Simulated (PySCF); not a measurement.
PySCF input for Se(Cl)(OH) (ClHOSe), SMILES O[Se]Cl, IEF-PCM-ωB97X/def2-SVP. Geometry optimised at TPSSh-D3(BJ)/def2-TZVP. Other conformers were not sampled.

```python
import numpy as np
from pyscf import gto, scf, dft
from pyscf.solvent import pcm

mol = gto.M(
    atom='''
    Se    0.02184488   -0.29834594    0.54895861
    Cl    0.22639521    1.43193734   -0.76215029
    O    -0.40371720   -1.58277458   -0.61837341
    H    -1.36170681   -1.53697619   -0.76105052
    ''',
    basis='def2-SVP',
    charge=0,
    spin=0,
    max_memory=1600,
    verbose=3,
)
mf = dft.RKS(mol, xc='wb97x').density_fit(auxbasis='def2-universal-jkfit')
mf.grids.level = 3
mf.conv_tol = 1e-9
mf.max_cycle = 100
mf.kernel()
res = {}
for name, eps in {'water': 78.355, 'acetone': 20.493, 'ethanol': 24.852}.items():
    s = mf.PCM()
    s.with_solvent.method, s.with_solvent.eps, s.with_solvent.lebedev_order = 'IEF-PCM', eps, 29
    s.kernel(mf.make_rdm1())
    res[name] = (s.e_tot, eps, s.dip_moment(), s.mo_energy, s.converged)
    print(f'{name}: electrostatic solvation free energy {(s.e_tot - mf.e_tot) * 627.509474:.3f} kcal/mol')
```

Program output:

```
converged SCF energy = -2937.06682310074

WARN: PCM is an experimental feature. It is still in testing.
Features and APIs may be changed in the future.

converged SCF energy = -2937.07531985577
Dipole moment(X, Y, Z, Debye): -1.95875, -0.95177,  1.37030
water: electrostatic solvation free energy -5.332 kcal/mol

WARN: PCM is an experimental feature. It is still in testing.
Features and APIs may be changed in the future.

converged SCF energy = -2937.07480498865
Dipole moment(X, Y, Z, Debye): -1.93282, -0.93674,  1.35082
acetone: electrostatic solvation free energy -5.009 kcal/mol

WARN: PCM is an experimental feature. It is still in testing.
Features and APIs may be changed in the future.

converged SCF energy = -2937.07492483481
Dipole moment(X, Y, Z, Debye): -1.93881, -0.94027,  1.35534
ethanol: electrostatic solvation free energy -5.084 kcal/mol
```

The calculation finished and met its thresholds.
